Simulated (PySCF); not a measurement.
A structure optimised at B3LYP-D3(BJ)/def2-SVP, used in a PySCF frequency run:

```xyz
9

Ag     0.0000     0.0000     0.0000
N      0.0000     0.0000     2.1564
H     -0.9343     0.1575     2.5454
H      0.6035     0.7304     2.5454
H      0.3308    -0.8879     2.5454
N      0.0000     0.0000    -2.1564
H     -0.9343    -0.1575    -2.5454
H      0.6035    -0.7304    -2.5454
H      0.3308     0.8879    -2.5454
```
Charge +1, spin multiplicity 1.

### Question
Write its SMILES, formula and point group.

### Answer
[NH3]->[Ag+]<-[NH3], AgH6N2, D3

### Question
What are its rotational constants (standard atomic weights)?

### Answer
93.082, 2.9355, 2.9355 GHz
